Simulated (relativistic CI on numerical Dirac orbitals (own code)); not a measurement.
What each ingredient does to the levels of Ge7+

Base calculation: Dirac-Coulomb-Breit CI, KLI orbitals optimised for each configuration, a model potential for QED, unscaled Slater integrals.

Configurations in the expansion (outside the closed core [Ne]): 3s2.3p6.3d7, 3s2.3p5.3d8, 3s2.3p6.3d6.4s, 3s2.3p6.3d6.4p, 3s2.3p4.3d9, 3s.3p6.3d8, 3s2.3p6.3d5.4s2, 3s2.3p6.3d6.4d, 3s2.3p6.3d5.4s.4p, 3s2.3p6.3d5.4p2, 3s2.3p6.3d6.5s, 3s2.3p6.3d6.4f, 3s2.3p6.3d5.4s.4d, 3s2.3p6.3d6.5p, 3p6.3d9, 3s2.3p6.3d6.5d, 3s2.3p6.3d5.4p.4d, 3s2.3p6.3d6.6s, 3s2.3p6.3d6.5f, 3s2.3p6.3d6.5g, 3s2.3p6.3d6.6p, 3s2.3p6.3d6.6d, 3s2.3p5.3d7.4s, 3s2.3p6.3d5.4d2, 3s2.3p5.3d6.4s2, 3s2.3p5.3d7.4p, 3s.3p5.3d9, 3s2.3p4.3d8.4s, 3s2.3p5.3d7.4d, 3s.3p6.3d6.4s2, 3s.3p6.3d7.4s. Levels of other configurations are missing.

The lowest level and the first level of each name with at least 55 % of one term (blank where a level has no safe partner in the second run):

| Level | Base (cm⁻¹) | Shift (cm⁻¹) |
| --- | --- | --- |
| 3s2.3p6.3d7 4F_9/2 | 0 | 0 |
| 3s2.3p6.3d7 4F_7/2 | 3440 | -16 |
| 3s2.3p6.3d7 4F_5/2 | 5763 | -25 |
| 3s2.3p6.3d7 4F_3/2 | 7286 | -31 |
| 3s2.3p6.3d7 4P_3/2 | 29877 | -69 |
| 3s2.3p6.3d7 4P_5/2 | 30145 | -74 |
| 3s2.3p6.3d7 4P_1/2 | 32257 | -83 |
| 3s2.3p6.3d7 2G_9/2 | 32813 | -43 |
| 3s2.3p6.3d7 2G_7/2 | 36014 | -59 |
| 3s2.3p6.3d7 2P_3/2 | 38060 | -94 |
| 3s2.3p6.3d7 2P_1/2 | 40825 | -108 |
| 3s2.3p6.3d7 2D_5/2 | 42724 | -101 |
| 3s2.3p6.3d7 2H_11/2 | 45743 | -46 |
| 3s2.3p6.3d7 2D_3/2 | 48257 | -129 |
| 3s2.3p6.3d7 2H_9/2 | 48834 | -61 |
| 3s2.3p6.3d7 2F_5/2 | 71788 | -115 |
| 3s2.3p6.3d7 2F_7/2 | 73118 | -123 |
| 3s2.3p6.3d6.4s 6D_9/2 | 481660 | +4733 |
| 3s2.3p6.3d6.4s 6D_7/2 | 483856 | +4784 |
| 3s2.3p6.3d6.4s 6D_5/2 | 485355 | +4812 |
| 3s2.3p6.3d6.4s 6D_3/2 | 486365 | +4831 |
| 3s2.3p6.3d6.4s 6D_1/2 | 486954 | +4842 |

At this charge configurations can still be misplaced by up to about 7 % of their energy. Terms inside the open d or f shell come out 10 to 20 % too wide with unscaled integrals.

(1) One thing was changed in a second run, which moved the levels as shown. Which?
A. configuration mixing switched off
B. QED terms removed
C. Breit term removed
D. one mean potential for all configurations

Results:

(1) D. One mean potential for all configurations. One potential for all configurations removes the relaxation of the orbitals, which moves whole configurations and changes the integrals a little.

LS names give the leading component of a level, which can be under half, so a name can repeat, a term be missing and a line seem to break the LS rules.
